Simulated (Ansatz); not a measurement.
hexane (C6H14), singlet, geometry from GFN2-xTB; REVPBE/STO-3G (Ansatz, a quantum-chemistry and plane-wave program).

The Ansatz input:
Ansatz 0.2 input:
```yaml
crystal:
  periodic: [false, false, false]
  atoms:
    - {symbol: C, position_ang: [2.84465970, 0.87528423, -0.36333341]}
    - {symbol: C, position_ang: [1.83496457, 0.04142268, 0.41596278]}
    - {symbol: C, position_ang: [0.45431163, 0.06450807, -0.23587776]}
    - {symbol: C, position_ang: [-0.56037469, -0.76217905, 0.55095191]}
    - {symbol: C, position_ang: [-1.92661915, -0.85549654, -0.12938200]}
    - {symbol: C, position_ang: [-2.66811992, 0.47555322, -0.17429134]}
    - {symbol: H, position_ang: [2.94818417, 0.49789316, -1.37853596]}
    - {symbol: H, position_ang: [2.52261146, 1.91317558, -0.41641002]}
    - {symbol: H, position_ang: [3.82059931, 0.84324737, 0.11570290]}
    - {symbol: H, position_ang: [2.18823042, -0.99069048, 0.47785774]}
    - {symbol: H, position_ang: [1.75795726, 0.42517658, 1.43605414]}
    - {symbol: H, position_ang: [0.11442670, 1.09922905, -0.30493445]}
    - {symbol: H, position_ang: [0.52993239, -0.33033916, -1.25212694]}
    - {symbol: H, position_ang: [-0.68351000, -0.33032935, 1.54715753]}
    - {symbol: H, position_ang: [-0.16398162, -1.77306217, 0.67788735]}
    - {symbol: H, position_ang: [-1.79700008, -1.23277838, -1.14648372]}
    - {symbol: H, position_ang: [-2.53736227, -1.57982572, 0.41530952]}
    - {symbol: H, position_ang: [-2.77404085, 0.88553288, 0.82793733]}
    - {symbol: H, position_ang: [-3.66187496, 0.33993728, -0.59550812]}
    - {symbol: H, position_ang: [-2.13710500, 1.19827792, -0.78808825]}
basis:
  gaussian:
    orbitals: STO-3G
hamiltonian:
  xc: revpbe
```

The log (banner, timings and long lists left out):

```
Functional definition: revPBE
628 factors; integrals over basis functions are off by at most 4.7e-5 eV
mean field evaluation 1: about -6373.2462 eV, gradient 3.8e0 eV
mean field evaluation 2: about -6373.2492 eV, gradient 2.1e0 eV
mean field evaluation 4: about -6373.2617 eV, gradient 6.2e-2 eV
mean field evaluation 8: about -6373.0541 eV, gradient 6.7e-4 eV
mean field -6373.05408005 eV, -234.2054176308 hartree, gradient 7.4e-5 eV, S^2 0.000000; 0 other end points of the search recorded, 0 dependent functions left out
reference -6373.05411828 eV, -234.2054190355 hartree; 25, 25 occupied and 19, 19 virtual orbitals, 628 factors
Total energy: -6373.05411828 eV, -234.2054190355 hartree
```
